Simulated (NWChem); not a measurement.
The numbers come from NWChem runs, not from measurements. System: iodine (I₂), charge 0, spin multiplicity 1, at a geometry optimised with PBE0/def2-SVP with def2 effective core potentials on I. Level: CR-CCSD(T)/def2-SVP with def2 effective core potentials on I, 8 core orbitals frozen.

Input file:

```
start mol
memory heap 100 mb stack 700 mb global 1900 mb
geometry units angstroms nocenter noautoz
  I      0.000000     0.000000     1.341220
  I      0.000000     0.000000    -1.341220
  symmetry group D2h
end
basis spherical
  * library def2-svp
end
ecp
  I library def2-ecp
end
scf
  rhf
  nopen 0
  maxiter 100
  thresh 1e-7
  semidirect memsize 60000000 filesize 0
end
tce
  freeze core 8
  cr-ccsd(t)
  2eorb
  2emet 13
  thresh 1e-6
  maxiter 100
  tilesize 24
end
task tce energy
```

NWChem printed:

```
             Northwest Computational Chemistry Package (NWChem) 7.3.0
             --------------------------------------------------------

                                NWChem Input Module
                                -------------------

 Scaling coordinates for geometry "geometry" by  1.889725989
 (inverse scale =  0.529177249)

 Turning off AUTOSYM since
 SYMMETRY directive was detected!

                             Geometry "geometry" -> ""
                             -------------------------

 Output coordinates in angstroms (scale by  1.889725989 to convert to a.u.)

  No.       Tag          Charge          X              Y              Z
 ---- ---------------- ---------- -------------- -------------- --------------
    1 I                   53.0000     0.00000000     0.00000000     1.34122000
    2 I                   53.0000     0.00000000     0.00000000    -1.34122000

 Effective nuclear repulsion energy (a.u.)     554.1443210063

            Nuclear Dipole moment (a.u.)
            ----------------------------
        X                 Y               Z
 ---------------- ---------------- ----------------
     0.0000000000     0.0000000000     0.0000000000

      Symmetry information
      --------------------

 Group name             D2h
 Group number             26
 Group order               8
 No. of unique centers     1

      Symmetry unique atoms

     1


 Summary of "ao basis" -> "" (spherical)
 ------------------------------------------------------------------------------
       Tag                 Description            Shells   Functions and Types
 ---------------- ------------------------------  ------  ---------------------
 *                          def2-svp                  on all atoms

 Summary of "ao basis" -> "ao basis" (spherical)
 ------------------------------------------------------------------------------
       Tag                 Description            Shells   Functions and Types
 ---------------- ------------------------------  ------  ---------------------
 I                          def2-svp                10       26   4s4p2d

                                 NWChem SCF Module
                                 -----------------

  ao basis        = "ao basis"
  functions       =    52
  atoms           =     2
  closed shells   =    25
  open shells     =     0
  charge          =   0.00
  wavefunction    = RHF
  use symmetry    = T
  symmetry adapt  = T

 Summary of "ao basis" -> "ao basis" (spherical)
 ------------------------------------------------------------------------------
       Tag                 Description            Shells   Functions and Types
 ---------------- ------------------------------  ------  ---------------------
 I                          def2-svp                10       26   4s4p2d

      Symmetry analysis of basis
      --------------------------

        ag         12
        au          2
        b1g         2
        b1u        12
        b2g         6
        b2u         6
        b3g         6
        b3u         6

 Forming initial guess at       0.0s

      Superposition of Atomic Density Guess
      -------------------------------------

 Sum of atomic energies:        -694.25423975

      Non-variational initial energy
      ------------------------------

 Total energy =    -593.361393
 1-e energy   =   -1281.326225
 2-e energy   =     564.668214
 HOMO         =      -0.292841
 LUMO         =      -0.129963

      Symmetry analysis of molecular orbitals - initial
[...]
     2     -0.280305  1 I  s                 28     -0.280305  2 I  s
     1     -0.226403  1 I  s                 27     -0.226403  2 I  s

 Vector   28  Occ=0.000000D+00  E= 4.225818D-01  Symmetry=ag
              MO Center= -1.7D-15,  8.0D-15, -2.3D-14, r^2= 6.3D+00
   Bfn.  Coefficient  Atom+Function         Bfn.  Coefficient  Atom+Function
  ----- ------------  ---------------      ----- ------------  ---------------
     3      0.694171  1 I  s                 29      0.694171  2 I  s
     4     -0.616835  1 I  s                 30     -0.616835  2 I  s
    16     -0.599628  1 I  pz                42      0.599628  2 I  pz
    13      0.542107  1 I  pz                39     -0.542107  2 I  pz
    24     -0.467657  1 I  d  0              50     -0.467657  2 I  d  0

 center of mass
 --------------
 x =   0.00000000 y =   0.00000000 z =   0.00000000

 moments of inertia (a.u.)
 ------------------
        1630.386986000535           0.000000000000           0.000000000000
           0.000000000000        1630.386986000535           0.000000000000
           0.000000000000           0.000000000000           0.000000000000

  Mulliken analysis of the total density
  --------------------------------------

    Atom       Charge   Shell Charges
 -----------   ------   -------------------------------------------------------
    1 I   25    25.00   1.83  0.22  1.25  0.68  2.93  3.12  2.50  2.42  9.83  0.22
    2 I   25    25.00   1.83  0.22  1.25  0.68  2.93  3.12  2.50  2.42  9.83  0.22

       Multipole analysis of the density wrt the origin
       ------------------------------------------------

     L   x y z        total         open         nuclear
     -   - - -        -----         ----         -------
     0   0 0 0      0.000000      0.000000     50.000000

     1   1 0 0     -0.000000      0.000000      0.000000
     1   0 1 0     -0.000000      0.000000      0.000000
     1   0 0 1      0.000000      0.000000      0.000000

     2   2 0 0    -41.177233      0.000000      0.000000
     2   1 1 0      0.000000      0.000000      0.000000
     2   1 0 1     -0.000000      0.000000      0.000000
     2   0 2 0    -41.177233      0.000000      0.000000
     2   0 1 1     -0.000000      0.000000      0.000000
     2   0 0 2    -35.339883      0.000000    321.194217

                   NWChem Extensible Many-Electron Theory Module
                   ---------------------------------------------


            General Information
            -------------------
      Number of processors :     1
         Wavefunction type : Restricted Hartree-Fock
          No. of electrons :    50
           Alpha electrons :    25
            Beta electrons :    25
           No. of orbitals :   104
            Alpha orbitals :    52
             Beta orbitals :    52
        Alpha frozen cores :     8
         Beta frozen cores :     8
     Alpha frozen virtuals :     0
      Beta frozen virtuals :     0
         Spin multiplicity : singlet
    Number of AO functions :    52
       Number of AO shells :    20
        Use of symmetry is : on
      Symmetry adaption is : on
         Schwarz screening : 0.10D-09

          Correlation Information
          -----------------------
          Calculation type : Coupled-cluster singles & doubles w/ perturbation
   Perturbative correction : Completely renormalized (T)
            Max iterations :      100
        Residual threshold : 0.10D-05
     T(0) DIIS level shift : 0.00D+00
     L(0) DIIS level shift : 0.00D+00
     T(1) DIIS level shift : 0.00D+00
     L(1) DIIS level shift : 0.00D+00
     T(R) DIIS level shift : 0.00D+00
     T(I) DIIS level shift : 0.00D+00
   CC-T/L Amplitude update :  5-th order DIIS
                I/O scheme : Global Array Library
        L-threshold :  0.10D-05
        EOM-threshold :  0.10D-05
 no EOMCCSD initial starts read in
 TCE RESTART OPTIONS
 SLICE:      F
 D4D5:       F
 quantumc:   F
 qrotation:  F
 pwtce:      F
 qducc:      F
 nacto:                         0
 nrotv:                         0
 nrot:                          0

            Memory Information
            ------------------
          Available GA space size is     249034096 doubles
          Available MA space size is     104850428 doubles

 Maximum block size supplied by input
 Maximum block size        24 doubles

 tile_dim =      7

 -------------------------------------------------

 Global array virtual files algorithm will be used

 Parallel file system coherency ......... OK

 4-electron integrals stored in orbital form

 v2    file size   =            84838
 4-index algorithm nr.  13 is used
 imaxsize =       30
 imaxsize ichop =        0


CCSD iterations
 ---------------------------------------------------------
 Iter          Residuum       Correlation     Cpu    Wall
 ---------------------------------------------------------
    1   0.0867244018898  -0.2339750230562     2.5     2.5
    2   0.0235448454892  -0.2452079363561     2.5     2.5
    3   0.0086093895570  -0.2484562867197     2.5     2.5
    4   0.0035325810910  -0.2493143484805     2.5     2.5
    5   0.0015966645473  -0.2496419497449     2.5     2.5
    6   0.0004017050868  -0.2498386951688     2.5     2.5
    7   0.0002080456343  -0.2498519530183     2.5     2.5
    8   0.0001282822182  -0.2498533006905     2.5     2.5
    9   0.0000817145093  -0.2498535374188     2.4     2.4
   10   0.0000523238620  -0.2498539852725     2.4     2.4
   11   0.0000040650730  -0.2498548290602     2.5     2.5
   12   0.0000016583554  -0.2498548879249     2.4     2.4
   13   0.0000008929267  -0.2498549603461     2.4     2.4
 -----------------------------------------------------------------
 Iterations converged
 CCSD correlation energy / hartree =        -0.249854960346108
 CCSD total energy / hartree       =      -593.566151055852970

 Singles contributions

 Doubles contributions
    26b1u (alpha)    26b1u (beta ) ---    21ag  (alpha)    21ag  (beta )       -0.1226459898
 CR-CCSD(T)

 CR-CCSD[T]  correction energy / hartree =        -0.004728871522308
 CR-CCSD[T] correlation energy / hartree =        -0.254583831868416
 CR-CCSD[T] total energy / hartree       =      -593.570879927375245
 CR-CCSD(T)  correction energy / hartree =        -0.004627954706173
 CR-CCSD(T) correlation energy / hartree =        -0.254482915052281
 CR-CCSD(T) total energy / hartree       =      -593.570779010559136

 Task  times  cpu:       43.8s     wall:       43.8s

 Total times  cpu:       43.9s     wall:       43.9s
```
